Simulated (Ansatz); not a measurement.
Isomers of Sr4Te4⁺ (doublet), relaxed with PBE-D4/def2-SVP; total energies from Ansatz at PBE0-D4/def2-TZVP.

```json
{"isomer": "A", "description": "point group not assigned; 12 × Sr–Te 3.17 to 3.18 Å", "energy (Eh)": "-1195.34006"}
{"isomer": "B", "description": "point group C2v; 12 × Sr–Te 3.11 to 3.28 Å", "energy (Eh)": "-1195.35249"}
```

In the def2 sets Sr, Te take a core potential; there is no spin–orbit coupling.

The isomers come from a short search, and lower ones may exist.

Problem. Work out the relative energies (1 Eh = 2625.5 kJ/mol) and the Boltzmann populations at 1200 K from electronic energies alone (R = 8.314 J/mol/K).

Solution. ΔE: A 32.6, B 0.0 kJ/mol. RT = 9.98 kJ/mol. Factors exp(−ΔE/RT): A 0.0381, B 1; sum 1.038. Populations: A 3.7 %, B 96.3 %. Zero-point energy, vibrational entropy and symmetry numbers are left out and can shift these; an error of 4 kJ/mol changes a ratio by a factor of 1.5. Over the other density-functional and correlated levels in def2 sets, the gap between B and A ranges from 15 to 18 kJ/mol.
